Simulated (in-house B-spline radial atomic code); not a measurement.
Sn2+: [Ar] (3d3/2)3 (3d5/2)6 4s2 4p6 4d10 5s2 7s1 (an excited or competing configuration)

Computed with a B-spline radial code for spherical atoms: Dirac-Hartree-Fock, average of the jj configuration, Fermi nucleus of rms radius 4.6519 fm.

Screening seen three ways: the hydrogenic charge with the same mean radius, Z_r = [3n² - l(l+1)]/(2<r>), the one with the same energy, Z_e = n√(-2ε), and Slater's rules. Values are occupation-weighted means over j. An effective charge above Z reflects the relativistic contraction of the inner shells.

| shell | electrons | ε (eV) | <r> (bohr) | Z_r | Z_e | Slater |
| --- | --- | --- | --- | --- | --- | --- |
| 1s | 2 | -29440 | 0.02905 | 51.64 | 46.52 | 49.70 |
| 2s | 2 | -4596.4 | 0.1249 | 48.05 | 36.76 | 45.85 |
| 2p | 6 | -4131 | 0.1094 | 45.71 | 34.85 | 45.85 |
| 3s | 2 | -969.26 | 0.3352 | 40.28 | 25.32 | 38.75 |
| 3p | 6 | -811.96 | 0.3333 | 37.50 | 23.18 | 38.75 |
| 3d | 9 | -573.23 | 0.3108 | 33.79 | 19.47 | 29.20 |
| 4s | 2 | -197.81 | 0.8047 | 29.82 | 15.25 | 23.10 |
| 4p | 6 | -146.75 | 0.8655 | 26.58 | 13.14 | 23.10 |
| 4d | 10 | -69.591 | 1.02 | 20.59 | 9.05 | 11.85 |
| 5s | 2 | -37.601 | 2.098 | 17.88 | 8.31 | 7.35 |
| 7s | 1 | -7.3502 | 8.447 | 8.70 | 5.15 | 3.00 |

The least bound orbital is 7s1/2 at -7.35 eV, and it is also the most diffuse (<r> = 8.447 bohr). The part-filled 3d shell lies below the filled 5s shell in orbital energy.

For the 1s electron the small component carries 3.37 % of the norm, the zero-frequency Breit interaction raises the level by 67.83 eV, self-energy by 38.35 eV, and vacuum polarisation lowers it by 5.048 eV.
